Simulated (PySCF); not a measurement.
Atom-mapped SMILES (the numbers label the heavy atoms): `[CH3:1][O:2][Si@@H:3]([SiH3:4])[O:5][SiH3:6]`. Each H is labelled by its parent atom.

Geometry: PBE0-D3(BJ)/def2-SVP; GIAO absolute shieldings from PySCF 2.14, gas phase, non-relativistic, averaged over equivalent atoms.

At PBE0/pcSseg-1 (173 basis functions, 40 s wall time on 1 thread of an Arm Neoverse N1, shared host):
```tsv
atoms	σ (ppm)
C1	129.7
O5	281.1
O2	282.0
Si3	358.1
Si6	389.5
Si4	466.1
H(Si3)	25.98
H(Si6)	26.23
H(C1)	27.49
H(Si4)	27.94
```

Task: Estimate the result of repeating the calculation with wB97X-D/pcSseg-1.

Result: 
```json
{"atoms": "C1", "σ at wB97X-D/pcSseg-1": "129.9", "change": "+0.2"}
{"atoms": "O5", "σ at wB97X-D/pcSseg-1": "284.4", "change": "+3.3"}
{"atoms": "O2", "σ at wB97X-D/pcSseg-1": "287.0", "change": "+5.0"}
{"atoms": "Si3", "σ at wB97X-D/pcSseg-1": "359.7", "change": "+1.6"}
{"atoms": "Si6", "σ at wB97X-D/pcSseg-1": "390.4", "change": "+0.9"}
{"atoms": "Si4", "σ at wB97X-D/pcSseg-1": "464.6", "change": "-1.5"}
{"atoms": "H(Si3)", "σ at wB97X-D/pcSseg-1": "26.23", "change": "+0.25"}
{"atoms": "H(Si6)", "σ at wB97X-D/pcSseg-1": "26.43", "change": "+0.20"}
{"atoms": "H(C1)", "σ at wB97X-D/pcSseg-1": "27.64", "change": "+0.15"}
{"atoms": "H(Si4)", "σ at wB97X-D/pcSseg-1": "28.07", "change": "+0.13"}
```

The largest change is at O2 (oxygen bonded to C, Si). Cost: 173 basis functions, 50 s wall time on 1 thread of an Arm Neoverse N1, shared host.
